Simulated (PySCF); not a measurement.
Record of a relaxation.

C₈H₅Cl.
Bonds: C1–C2 (triple), C2–C3, C3–C4 (aromatic), C4–C5 (aromatic), C5–C6 (aromatic), C6–C7 (aromatic), C7–C8 (aromatic), C8–Cl9, C3–C8 (aromatic). Hydrogens: H10 on C1; H11 on C4; H12 on C5; H13 on C6; H14 on C7.

Method: PySCF, B3LYP/def2-SV(P) geometry optimisation, gas phase; density fitting, grid level 1; the optimiser is geomeTRIC in internal coordinates, started from a GFN2-xTB structure. 5 of its 7 geometries are shown. The frame can shift and turn from step to step; on so coarse a grid that alone can change the energy by a few meV, and forces under 0.02 eV/Å are noise.

Step 0: E = -20888.1101 eV, largest atomic force 1.092 eV/Å
```
atom  x, y, z in Å  |  force x, y, z in eV/Å
C1      3.303   -0.271    0.163    0.367  -0.081   0.014
C2      2.107   -0.186    0.102   -0.686   0.023  -0.033
C3      0.698   -0.087    0.032    0.312  -0.063   0.001
C4     -0.084   -1.233   -0.118   -0.083  -0.131  -0.013
C5     -1.460   -1.139   -0.189   -0.122  -0.207  -0.035
C6     -2.077    0.100   -0.112   -0.129   0.023   0.003
C7     -1.318    1.248    0.038   -0.117   0.153  -0.002
C8      0.061    1.155    0.107    0.096   0.344   0.041
Cl9     1.009    2.591    0.288    0.096   0.368   0.047
H10     4.348   -0.343    0.217    1.088  -0.074   0.055
H11     0.408   -2.193   -0.177    0.223  -0.420  -0.026
H12    -2.054   -2.033   -0.307   -0.294  -0.444  -0.055
H13    -3.152    0.175   -0.167   -0.551   0.045  -0.027
H14    -1.790    2.216    0.101   -0.200   0.465   0.029
```

Step 2: E = -20888.1915 eV, largest atomic force 0.204 eV/Å
```
atom  x, y, z in Å  |  force x, y, z in eV/Å
C1      4.287    1.048    0.653   -0.009   0.000   0.002
C2      3.080    1.161    0.593    0.002   0.004  -0.001
C3      1.655    1.264    0.518   -0.033  -0.030  -0.004
C4      0.863    0.106    0.363   -0.012   0.064   0.004
C5     -0.525    0.194    0.289   -0.025  -0.045  -0.006
C6     -1.157    1.441    0.368   -0.058   0.013  -0.003
C7     -0.401    2.605    0.522    0.066  -0.165  -0.011
C8      0.991    2.510    0.596    0.073   0.189   0.023
Cl9     1.916    3.977    0.792    0.005   0.002   0.002
H10     5.357    0.963    0.707    0.001  -0.008  -0.001
H11     1.364   -0.863    0.302   -0.009   0.003  -0.001
H12    -1.120   -0.716    0.169   -0.009   0.001  -0.002
H13    -2.247    1.512    0.310   -0.006  -0.014  -0.002
H14    -0.877    3.587    0.586    0.012  -0.015   0.000
```

Step 3: E = -20888.1931 eV, largest atomic force 0.089 eV/Å
```
atom  x, y, z in Å  |  force x, y, z in eV/Å
C1      4.287    1.045    0.653   -0.029   0.002   0.001
C2      3.080    1.162    0.593    0.012   0.004  -0.001
C3      1.656    1.269    0.519   -0.016  -0.031  -0.003
C4      0.863    0.111    0.363    0.002   0.025   0.002
C5     -0.526    0.193    0.288    0.001  -0.004  -0.001
C6     -1.158    1.439    0.368   -0.006   0.011   0.000
C7     -0.399    2.602    0.522    0.020  -0.066  -0.005
C8      0.993    2.515    0.597    0.021   0.086   0.010
Cl9     1.915    3.983    0.792   -0.009  -0.013   0.000
H10     5.356    0.955    0.707    0.010  -0.007   0.000
H11     1.366   -0.858    0.303   -0.001  -0.003  -0.001
H12    -1.119   -0.719    0.169   -0.002  -0.001  -0.001
H13    -2.249    1.510    0.310   -0.003  -0.003  -0.001
H14    -0.877    3.582    0.586    0.001   0.000   0.000
```

Step 4: E = -20888.1933 eV, largest atomic force 0.027 eV/Å
```
atom  x, y, z in Å  |  force x, y, z in eV/Å
C1      4.285    1.040    0.653    0.001  -0.001   0.001
C2      3.079    1.163    0.594    0.006   0.024   0.002
C3      1.655    1.274    0.520    0.016  -0.022  -0.001
C4      0.865    0.114    0.363   -0.014   0.022   0.001
C5     -0.524    0.193    0.288   -0.008  -0.012  -0.002
C6     -1.158    1.438    0.367    0.005   0.000   0.000
C7     -0.400    2.601    0.522   -0.001   0.003   0.001
C8      0.993    2.521    0.598    0.003  -0.002   0.000
Cl9     1.911    3.990    0.794   -0.003  -0.012   0.000
H10     5.354    0.943    0.707    0.000  -0.003   0.000
H11     1.370   -0.854    0.303   -0.001   0.002  -0.001
H12    -1.115   -0.720    0.167   -0.002  -0.001  -0.001
H13    -2.248    1.508    0.308    0.000   0.000  -0.001
H14    -0.880    3.580    0.586   -0.001   0.001   0.001
```

Step 6: E = -20888.1934 eV, largest atomic force under 0.02 eV/Å
```
atom  x, y, z in Å  |  force x, y, z in eV/Å
C1      4.286    1.041    0.655   -0.002  -0.003   0.001
C2      3.080    1.165    0.595   -0.001   0.001   0.000
C3      1.656    1.273    0.520   -0.002   0.000   0.000
C4      0.864    0.114    0.362    0.002   0.003   0.000
C5     -0.525    0.193    0.286   -0.005  -0.006  -0.002
C6     -1.159    1.438    0.365    0.012  -0.001   0.000
C7     -0.400    2.600    0.522   -0.004   0.007   0.001
C8      0.993    2.519    0.599   -0.003  -0.004   0.000
Cl9     1.911    3.988    0.796    0.001   0.003   0.002
H10     5.355    0.943    0.709    0.001   0.000   0.001
H11     1.369   -0.854    0.302   -0.001   0.000  -0.001
H12    -1.116   -0.720    0.165    0.000  -0.001  -0.001
H13    -2.249    1.509    0.307    0.001   0.000   0.000
H14    -0.880    3.580    0.586    0.000   0.001   0.001
```

Question: Summarise the path.

Answer: The energy falls by 8.03 kJ/mol from step 0 to step 6; nine tenths of that is first reached at step 1. It falls at every step. The largest force goes from 1.092 to under 0.02 eV/Å. Among the bonds C1–H10 changes most, from 1.049 to 1.075 Å; the atoms move by 0.040 Å rms after alignment.

Question: Follow the three bonds and two angles with the largest change from start to end.

Answer: 
```csv
step,E above end (kJ/mol),largest force (eV/Å),C1–H10 (Å),C3–C8 (Å),C3–C4 (Å),C1–C2–C3 (°),C2–C3–C8 (°)
0,8.03,1.092,1.049,1.398,1.395,179.9,120.9
1,0.18,0.201,1.077,1.414,1.411,179.0,122.1
2,0.18,0.204,1.075,1.414,1.412,178.8,121.9
3,0.02,0.089,1.074,1.414,1.412,178.7,122.0
4,0.01,0.027,1.075,1.414,1.412,178.6,122.1
5,0.00,0.033,1.075,1.414,1.412,178.5,122.0
6,0.00,under 0.02,1.075,1.414,1.412,178.5,122.0
```

What follows is the cost of the whole optimisation. The run took 46 s on one thread of an Arm Neoverse V1, no GPU, shared host, and the process peaked at 0.63 GiB of memory.
